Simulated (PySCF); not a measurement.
Job file and geometry (Å, from GFN2-xTB) of an NMR shielding run on `[NH2+]([BH2-]CC)C(C)(C)C`, C$_{6}$H$_{18}$BN, PySCF 2.14.0, density-fitted response routines, GIAO PBE0/pcSseg-1 NMR shielding, non-relativistic, gas phase; density fitting, a coarse starting grid and PySCF grid level 2 are the driver's defaults:

```
$ OMP_NUM_THREADS=1 python probes_run.py task.json out

{"job": {"kind": "nmr", "xc": "PBE0", "basis": "pcSseg-1"}, "charge": 0, "multiplicity": 1}
C      3.075582     0.434203     0.784734
C      2.534349     0.314593    -0.642292
B      0.992446     0.807570    -0.845739
N      0.114028    -0.183291     0.148376
C     -1.357755    -0.298296     0.074777
C     -1.834810    -1.134014     1.267494
C     -1.726842    -0.993453    -1.232119
C     -1.970049     1.096721     0.135264
H      2.578935    -0.258663     1.467450
H      4.142657     0.212417     0.825048
H      2.929474     1.445275     1.160521
H      2.669708    -0.722780    -0.971941
H      3.176702     0.913691    -1.291348
H      0.813996     1.922567    -0.462529
H      0.619175     0.629586    -1.963856
H      0.381358     0.135234     1.075328
H      0.528152    -1.101018     0.006388
H     -1.585076    -0.644905     2.207708
H     -2.913203    -1.261655     1.231748
H     -1.378912    -2.122816     1.258363
H     -1.347460    -0.421881    -2.073335
H     -2.806010    -1.076842    -1.324216
H     -1.300459    -1.994157    -1.272911
H     -1.633761     1.683368    -0.713078
H     -3.054702     1.033562     0.116909
H     -1.668570     1.607598     1.046529
```

Q: What does the program print?

A: 
```
coarse grid: 19824 points
cycle   1  E = -318.5011319488  dE =  5.381e-01  |g| = 6.003e-01  |ddm| = 4.108e+00
cycle   2  E = -318.4961574511  dE =  4.974e-03  |g| = 6.393e-01  |ddm| = 1.306e+00
cycle   3  E = -318.6058588971  dE = -1.097e-01  |g| = 5.360e-02  |ddm| = 6.548e-01
cycle   4  E = -318.6064585656  dE = -5.997e-04  |g| = 2.311e-02  |ddm| = 7.861e-02
cycle   5  E = -318.6065866270  dE = -1.281e-04  |g| = 5.359e-03  |ddm| = 2.522e-02
cycle   6  E = -318.6065937030  dE = -7.076e-06  |g| = 1.486e-03  |ddm| = 7.312e-03
final grid: 186144 points
cycle   7  E = -318.6539160987  dE = -1.158e-04  |g| = 1.270e-02  |ddm| = 5.834e-02
cycle   8  E = -318.6539015272  dE =  1.457e-05  |g| = 1.492e-02  |ddm| = 2.533e-02
cycle   9  E = -318.6539577143  dE = -5.619e-05  |g| = 1.017e-03  |ddm| = 1.384e-02
cycle  10  E = -318.6539579202  dE = -2.058e-07  |g| = 3.853e-04  |ddm| = 1.231e-03
cycle  11  E = -318.6539579508  dE = -3.067e-08  |g| = 7.612e-05  |ddm| = 2.966e-04
cycle  12  E = -318.6539579520  dE = -1.181e-09  |g| = 2.623e-05  |ddm| = 8.075e-05
cycle  13  E = -318.6539579522  dE = -1.578e-10  |g| = 3.245e-06  |ddm| = 2.309e-05
converged SCF energy = -318.6539579522

GIAO shielding tensors (ppm)
atom      isotropic    diamagn.    paramagn.     s11        s22        s33       span
  0 C      171.469     248.395     -76.927    157.245    170.329    186.832     29.587
  1 C      170.520     250.710     -80.191    164.113    170.187    177.260     13.147
  2 B      119.364     188.428     -69.063    106.697    119.655    131.741     25.044
  3 N      175.052     324.401    -149.350    144.223    172.163    208.769     64.546
  4 C      135.421     240.064    -104.644    122.885    125.622    157.754     34.870
  5 C      151.271     248.601     -97.330    132.107    134.787    186.919     54.812
  6 C      159.700     247.800     -88.100    140.276    151.859    186.966     46.690
  7 C      159.099     247.588     -88.489    145.735    149.498    182.064     36.329
  8 H       31.344      32.896      -1.551     26.400     32.011     35.622      9.222
  9 H       30.271      28.066       2.205     25.220     27.632     37.962     12.742
 10 H       30.913      30.676       0.236     26.883     28.997     36.857      9.974
 11 H       31.675      33.237      -1.561     27.727     30.377     36.922      9.195
 12 H       30.866      31.052      -0.187     25.742     29.106     37.749     12.008
 13 H       29.886      33.148      -3.263     25.659     30.423     33.575      7.917
 14 H       29.487      32.900      -3.413     25.089     30.706     32.667      7.579
 15 H       28.548      37.241      -8.694     21.202     29.069     35.372     14.170
 16 H       29.539      37.185      -7.646     22.728     29.988     35.900     13.172
 17 H       30.603      31.304      -0.702     27.307     28.254     36.246      8.939
 18 H       30.324      30.595      -0.271     26.435     27.624     36.912     10.477
 19 H       30.621      31.345      -0.723     27.369     28.127     36.368      8.999
 20 H       29.269      30.944      -1.675     24.302     28.976     34.529     10.227
 21 H       30.743      30.736       0.007     26.782     28.295     37.152     10.369
 22 H       31.060      31.488      -0.428     27.499     28.397     37.282      9.784
 23 H       29.582      30.996      -1.414     25.034     28.807     34.906      9.872
 24 H       30.778      30.860      -0.082     26.853     28.344     37.136     10.283
 25 H       30.806      31.551      -0.746     27.222     28.327     36.869      9.646
```

Size and cost of the density-fitted run: 226 basis functions, 45 s wall time on 1 thread of an Intel Xeon Platinum 8488C, shared host; peak memory 1.1 GiB.
